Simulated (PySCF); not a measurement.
Br4Ti, triplet, geometry from GFN2-xTB (such geometries of metal compounds can be far from the true shape) (the multiplicity is a formal guess); DF-M062X/def2-SVP (PySCF).

The PySCF input:
```python
from pyscf import gto, scf, dft

mol = gto.Mole()
mol.atom = '''
    Ti    0.000000   -0.000000    0.000000
    Br    1.900890   -0.549582   -1.398186
    Br    0.747061    0.347905    2.278423
    Br   -1.050270    2.022259   -0.823254
    Br   -1.597680   -1.820582   -0.056982
'''
mol.basis = 'def2-svp'
mol.charge = 0
mol.spin = 2
mol.verbose = 4
mol.build()

mf = dft.UKS(mol)
mf.xc = 'm062x'
mf.init_guess = 'atom'
mf = mf.density_fit(auxbasis='def2-universal-jkfit')
mf.kernel()
mf.analyze()
```

Output, abridged:

```
PySCF version 2.14.0

[INPUT] verbose = 4
[INPUT] num. atoms = 5
[INPUT] num. electrons = 162
[INPUT] charge = 0
[INPUT] spin (= nelec alpha-beta = 2S) = 2
[INPUT] symmetry False subgroup None
[INPUT] Mole.unit = angstrom
[INPUT] Symbol           X                Y                Z      unit          X                Y                Z       unit  Magmom
[...]
nuclear repulsion = 1655.74000892232
number of shells = 59
number of NR pGTOs = 369
number of NR cGTOs = 159
basis = def2-svp
ecp = {}

******** <class 'pyscf.df.df_jk.DFUKS'> ********
method = DFUKS
initial guess = atom
damping factor = 0
level_shift factor = 0
DIIS = <class 'pyscf.scf.diis.CDIIS'>
diis_start_cycle = 1
diis_space = 8
diis_damp = 0
SCF conv_tol = 1e-09
SCF conv_tol_grad = None
SCF max_cycles = 50
direct_scf = False
number electrons alpha = 82  beta = 80
XC library pyscf.dft.libxc version 7.1.2
    S. Lehtola, C. Steigemann, M. J. T. Oliveira, and M. A. L. Marques,  SoftwareX 7, 1–5 (2018)
XC functionals = m062x
    Y. Zhao and D. G. Truhlar,  Theor. Chem. Acc. 120, 215 (2008)
    Y. Zhao and D. G. Truhlar,  Theor. Chem. Acc. 120, 215 (2008)
radial grids:
    Treutler-Ahlrichs [JCP 102, 346 (1995); DOI:10.1063/1.469408] (M4) radial grids

becke partition: Becke, JCP 88, 2547 (1988); DOI:10.1063/1.454033
pruning grids: <function nwchem_prune>
grids dens level: 3
symmetrized grids: False
atomic radii adjust function: <function treutler_atomic_radii_adjust>
small_rho_cutoff = 0
Set gradient conv threshold to 3.16228e-05
Spherically averaged atomic HF for {'Ti', 'Br'}

******** <class 'pyscf.scf.atom_hf.AtomSphAverageRHF'> ********
method = AtomSphAverageRHF
initial guess = minao
damping factor = 0
level_shift factor = 0
DIIS = <class 'pyscf.scf.diis.CDIIS'>
diis_start_cycle = 1
diis_space = 8
diis_damp = 0
SCF conv_tol = 1e-09
SCF conv_tol_grad = None
SCF max_cycles = 50
direct_scf = True
direct_scf_tol = 1e-13
atom = Ti
Set gradient conv threshold to 3.16228e-05
Initial guess from minao.
init E= -847.699281562938
cycle= 1 E= -847.784290683054  delta_E= -0.085  |g|=    0  |ddm|= 0.269
cycle= 2 E= -847.785727664721  delta_E= -0.00144  |g|=    0  |ddm|= 0.13
cycle= 3 E= -847.786074696447  delta_E= -0.000347  |g|=    0  |ddm|= 0.0464
cycle= 4 E= -847.786078008494  delta_E= -3.31e-06  |g|=    0  |ddm|= 0.00286
cycle= 5 E= -847.7860780112  delta_E= -2.71e-09  |g|=    0  |ddm|= 0.000624
cycle= 6 E= -847.78607801127  delta_E= -7e-11  |g|=    0  |ddm|= 0.000116
Extra cycle  E= -847.78607801127  delta_E= 1.14e-13  |g|=    0  |ddm|= 1.07e-06
Atomic HF for atom  Ti  converged. SCF energy = -847.78607801127

******** <class 'pyscf.scf.atom_hf.AtomSphAverageRHF'> ********
method = AtomSphAverageRHF
initial guess = minao
damping factor = 0
level_shift factor = 0
DIIS = <class 'pyscf.scf.diis.CDIIS'>
diis_start_cycle = 1
diis_space = 8
diis_damp = 0
SCF conv_tol = 1e-09
SCF conv_tol_grad = None
SCF max_cycles = 50
direct_scf = True
direct_scf_tol = 1e-13
atom = Br
Set gradient conv threshold to 3.16228e-05
Initial guess from minao.
init E= -2570.80291116799
cycle= 1 E= -2571.90665107855  delta_E= -1.1  |g|=    0  |ddm|= 0.245
cycle= 2 E= -2571.90669609965  delta_E= -4.5e-05  |g|=    0  |ddm|= 0.0269
cycle= 3 E= -2571.9066972158  delta_E= -1.12e-06  |g|=    0  |ddm|= 0.00563
cycle= 4 E= -2571.90669725287  delta_E= -3.71e-08  |g|=    0  |ddm|= 0.000559
cycle= 5 E= -2571.90669725562  delta_E= -2.75e-09  |g|=    0  |ddm|= 0.000311
cycle= 6 E= -2571.90669725565  delta_E= -2.91e-11  |g|=    0  |ddm|= 2.3e-05
Extra cycle  E= -2571.90669725565  delta_E= -9.09e-13  |g|=    0  |ddm|= 1.5e-06
Atomic HF for atom  Br  converged. SCF energy = -2571.90669725565

tot grids = 102600
******** <class 'pyscf.df.df.DF'> ********
auxbasis = def2-universal-jkfit
init E= -11145.3268756528

cycle= 1 E= -11144.9727397121  delta_E= 0.354  |g|= 0.246  |ddm|= 2.13
cycle= 2 E= -11144.7740999333  delta_E= 0.199  |g|= 0.679  |ddm|= 0.93
[...]
SCF not converged.
Total Energy =                      -11145.021455961954416
[...]
spin_pop of  2 Br 3px       0.00002
spin_pop of  2 Br 3py       0.00003
spin_pop of  2 Br 3pz       0.00000
spin_pop of  2 Br 4px       0.14399
spin_pop of  2 Br 4py       0.17727
spin_pop of  2 Br 4pz       0.02857
spin_pop of  2 Br 5px      -0.00027
spin_pop of  2 Br 5py      -0.00021
spin_pop of  2 Br 5pz      -0.00021
spin_pop of  2 Br 3dxy      0.00001
spin_pop of  2 Br 3dyz      0.00001
spin_pop of  2 Br 3dz^2     0.00000
spin_pop of  2 Br 3dxz      0.00000
spin_pop of  2 Br 3dx2-y2    0.00001
spin_pop of  2 Br 4dxy     -0.00005
spin_pop of  2 Br 4dyz     -0.00023
spin_pop of  2 Br 4dz^2    -0.00015
spin_pop of  2 Br 4dxz     -0.00017
spin_pop of  2 Br 4dx2-y2   -0.00002
spin_pop of  2 Br 5dxy     -0.00001
spin_pop of  2 Br 5dyz      0.00001
spin_pop of  2 Br 5dz^2    -0.00001
spin_pop of  2 Br 5dxz     -0.00000
spin_pop of  2 Br 5dx2-y2   -0.00001
spin_pop of  3 Br 1s        0.00000
spin_pop of  3 Br 2s       -0.00000
spin_pop of  3 Br 3s        0.00002
spin_pop of  3 Br 4s        0.00070
spin_pop of  3 Br 5s       -0.00028
spin_pop of  3 Br 2px       0.00000
spin_pop of  3 Br 2py       0.00000
spin_pop of  3 Br 2pz       0.00000
spin_pop of  3 Br 3px       0.00003
spin_pop of  3 Br 3py       0.00001
spin_pop of  3 Br 3pz       0.00000
spin_pop of  3 Br 4px       0.16221
spin_pop of  3 Br 4py       0.06083
spin_pop of  3 Br 4pz       0.02060
spin_pop of  3 Br 5px      -0.00034
spin_pop of  3 Br 5py      -0.00017
spin_pop of  3 Br 5pz      -0.00001
spin_pop of  3 Br 3dxy      0.00001
spin_pop of  3 Br 3dyz      0.00000
spin_pop of  3 Br 3dz^2     0.00000
spin_pop of  3 Br 3dxz      0.00000
spin_pop of  3 Br 3dx2-y2    0.00000
spin_pop of  3 Br 4dxy     -0.00009
spin_pop of  3 Br 4dyz     -0.00005
spin_pop of  3 Br 4dz^2    -0.00009
spin_pop of  3 Br 4dxz     -0.00006
spin_pop of  3 Br 4dx2-y2   -0.00020
spin_pop of  3 Br 5dxy     -0.00001
spin_pop of  3 Br 5dyz      0.00000
spin_pop of  3 Br 5dz^2     0.00000
spin_pop of  3 Br 5dxz      0.00000
spin_pop of  3 Br 5dx2-y2   -0.00000
spin_pop of  4 Br 1s        0.00000
spin_pop of  4 Br 2s       -0.00000
spin_pop of  4 Br 3s        0.00002
spin_pop of  4 Br 4s        0.00110
spin_pop of  4 Br 5s       -0.00041
spin_pop of  4 Br 2px       0.00000
spin_pop of  4 Br 2py       0.00000
spin_pop of  4 Br 2pz       0.00000
spin_pop of  4 Br 3px       0.00000
spin_pop of  4 Br 3py       0.00000
spin_pop of  4 Br 3pz       0.00005
spin_pop of  4 Br 4px       0.03708
spin_pop of  4 Br 4py       0.03059
spin_pop of  4 Br 4pz       0.28674
spin_pop of  4 Br 5px      -0.00007
spin_pop of  4 Br 5py      -0.00020
spin_pop of  4 Br 5pz      -0.00041
spin_pop of  4 Br 3dxy      0.00000
spin_pop of  4 Br 3dyz      0.00001
spin_pop of  4 Br 3dz^2     0.00001
spin_pop of  4 Br 3dxz      0.00001
spin_pop of  4 Br 3dx2-y2    0.00000
spin_pop of  4 Br 4dxy     -0.00005
spin_pop of  4 Br 4dyz     -0.00024
spin_pop of  4 Br 4dz^2    -0.00001
spin_pop of  4 Br 4dxz     -0.00019
spin_pop of  4 Br 4dx2-y2   -0.00021
spin_pop of  4 Br 5dxy     -0.00001
spin_pop of  4 Br 5dyz     -0.00000
spin_pop of  4 Br 5dz^2    -0.00001
spin_pop of  4 Br 5dxz     -0.00000
spin_pop of  4 Br 5dx2-y2    0.00001
 ** Mulliken Spin Density (per atom)  **
spin density of  0 Ti =      0.90539
spin density of  1 Br =      0.14846
spin density of  2 Br =      0.34923
spin density of  3 Br =      0.24311
spin density of  4 Br =      0.35381
 ** Mulliken pop alpha/beta on meta-lowdin orthogonal AOs **
 ** Mulliken pop       alpha | beta **
In total            82.00000 | 80.00000
 ** Mulliken atomic charges   ( Nelec_alpha | Nelec_beta ) **
charge of  0Ti =      1.18366  (    10.86086      9.95548 )
charge of  1Br =     -0.36294  (    17.75570     17.60724 )
charge of  2Br =     -0.25449  (    17.80186     17.45263 )
charge of  3Br =     -0.31551  (    17.77931     17.53620 )
charge of  4Br =     -0.25071  (    17.80226     17.44845 )
Dipole moment(X, Y, Z, Debye): -0.62803, -0.33460,  0.82086
```

The run did not converge; its last values are not results.
